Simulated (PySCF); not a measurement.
Gas-phase reaction: 2 (H2SiO)3 + 6 OH = 3 SiO(OH)2 + 3 H3SiOH

Energies from PySCF, thermal terms from the rigid-rotor harmonic-oscillator model, ideal gas at 1 bar. † marks an energy on the PBE0/def2-TZVP geometry and frequencies; other levels use their own. MP2 and CCSD(T) freeze the core. Open shells (unrestricted): OH (multiplicity 2); the rest are closed-shell singlets. Spin-orbit splitting is ignored; it lowers the true energy and changes the entropy of OH. B3LYP is the form with VWN-RPA correlation. (H2SiO)3, SiO(OH)2, H3SiOH: computed as isolated molecules; such fragments, hydroxides, amides, oligomers or adducts are transient or little studied in the gas. MP2 isn't extrapolated to the basis-set limit. CCSD(T) isn't extrapolated to the basis-set limit.

| level | ΔH°(298 K), kJ |
|---|---|
| B3LYP/def2-TZVP† | ___ |
| CCSD(T)/def2-SVP† | -926 |
| M06-2X/def2-TZVP† | ___ |
| MP2/def2-TZVPP† | -1222 |
| PBE/def2-SVP | ___ |
| PBE/def2-TZVP† | -1209 |
| PBE0/def2-TZVP | ___ |
| LDA/def2-TZVP† | -1468 |
| ωB97X-V/def2-TZVP† | -1029 |

### Question
Complete the blanks.

### Answer

- B3LYP/def2-TZVP†, ΔH°(298 K), kJ: -1065
- M06-2X/def2-TZVP†, ΔH°(298 K), kJ: -1067
- PBE/def2-SVP, ΔH°(298 K), kJ: -1182
- PBE0/def2-TZVP, ΔH°(298 K), kJ: -1050
